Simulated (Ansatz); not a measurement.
Ansatz results at the PBE0-D4/def2-TZVP geometry: LUMO energy (ωB97M-V/def2-TZVPP) -1.28 eV; HOMO–LUMO gap (B3LYP/def2-TZVPP) 4.20 eV; HOMO energy (PBE/def2-TZVPP) -6.76 eV.

**Question.** Which molecule gave them?
A. `[CH3][Mo](=[O])([F])=[S]`
B. `C[O][Mo](=[NH])(=[NH])[NH2]`
C. `[O]=[Mo]([F])([Cl])([Cl])[Cl]`
D. `[OH][Mo]([OH])(=[S])=[S]`

**Answer.** A. The others give `[OH][Mo]([OH])(=[S])=[S]`: -1.15, 3.80, -6.20; `C[O][Mo](=[NH])(=[NH])[NH2]`: 1.06, 5.75, -5.84; `[O]=[Mo]([F])([Cl])([Cl])[Cl]`: -3.44, 3.36, -7.87.

B3LYP here is the variant with VWN-RPA as its local correlation; programs differ in this.
